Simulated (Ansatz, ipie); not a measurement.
Li2 (SMILES [Li][Li]), multiplicity 1, with the Li1–Li2 bond stretched and the rest rigid; cc-pVDZ, all electrons correlated; total energies in hartree.
Geometry at rest (charge 0, multiplicity 1):
```xyz
2

Li     0.000     0.000    -1.361
Li     0.000     0.000     1.361
```

Phaseless AFQMC takes the named determinant as trial and start, 200 walkers, a time step of 0.005 inverse hartree and 400 blocks of 25 steps, of which the first fifth is dropped; its bars are rough statistical errors and leave out the phaseless and time-step bias. At long bonds its restricted trial need not be the state that the restricted coupled-cluster runs follow.

Run with Ansatz (Gaussian basis) for Hartree–Fock, density functionals and correlated methods; ipie for AFQMC. Values without a source in brackets are computed.

| level | R = 2.72 Å | R = 3.54 Å | R = 4.36 Å | R = 5.44 Å | R = 7.08 Å |
|---|---|---|---|---|---|
| U-HF | -14.8709 | -14.8698 | -14.8666 | -14.8652 | -14.8649 |
| R-MP2 | -14.8898 | -14.8801 | -14.8635 | -14.8467 | -14.8378 |
| U-MP2 | -14.8854 | -14.8766 | -14.8694 | -14.8661 | -14.8654 |
| U-CCSD | -14.9014 | -14.8907 | -14.8768 | -14.8680 | -14.8656 |
| R-CCSD(T) | -14.9015 | -14.8908 | -14.8769 | -14.8682 | -14.8658 |
| R-CCSDT | -14.9015 | -14.8908 | -14.8769 | -14.8681 | -14.8657 |
| R-CCSDT(Q) | -14.9015 | -14.8908 | -14.8769 | -14.8681 | -14.8657 |
| AFQMC@RHF | -14.9025 ± 0.0006 | -14.8904 ± 0.0005 | -14.8759 ± 0.0013 | -14.8584 ± 0.0010 | -14.8412 ± 0.0009 |
| AFQMC@UHF | -14.8994 ± 0.0008 | - | - | - | -14.8654 ± 0.0000 |
| FCI | -14.9015 | -14.8908 | -14.8769 | -14.8681 | -14.8657 |

AFQMC runs whose block means still drift are left out.

Doubts at one or more of the structures used: a spin-contaminated determinant (U-HF/cc-pVDZ, U-MP2/cc-pVDZ, U-CCSD/cc-pVDZ); T1 above 0.05 (U-CCSD/cc-pVDZ, R-CCSD(T)/cc-pVDZ, R-CCSDT/cc-pVDZ, R-CCSDT(Q)/cc-pVDZ); the program's own flag: other amplitudes (U-CCSD/cc-pVDZ); other coupled-cluster roots lie near (R-CCSD(T)/cc-pVDZ, R-CCSDT/cc-pVDZ, R-CCSDT(Q)/cc-pVDZ).

Ansatz is an electronic-structure program.
